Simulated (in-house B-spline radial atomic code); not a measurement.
A fraction x of an electron is removed from 4p in Pd2+, starting from [Kr] 4d8 and keeping the highest spin. Level of theory: scalar-relativistic (X2C) BP86, spin-polarised, spherical fractional occupations, Fermi nucleus of rms radius 4.5318 fm; calculated with a radial B-spline atomic code at the basis-set limit.

```
   x  E(x) - E(0) (eV)  4p down level (eV)
   0            0.0000             -75.357
0.12            9.1535             -77.205
 0.2           15.3795             -78.449
0.25           19.3216             -79.232
0.43                 ?                   ?
 0.5           39.6241             -83.205
 0.6           48.0252             -84.819
0.69                 ?                   ?
0.76           61.8046             -87.429
0.89           73.3096             -89.575
   1           83.2635             -91.407
```

What belongs in the row x = 0.43?

An energy change of 33.8391 eV; 4p down at -82.083 eV.

What belongs in the row x = 0.69?

An energy change of 55.7247 eV; 4p down at -86.283 eV.

Check Janak's theorem between x = 0.12 and 0.2.

The slope of the energy is 77.82 eV; the orbital levels give 77.83 eV (-ε of the emptying orbital, averaged over the two points).
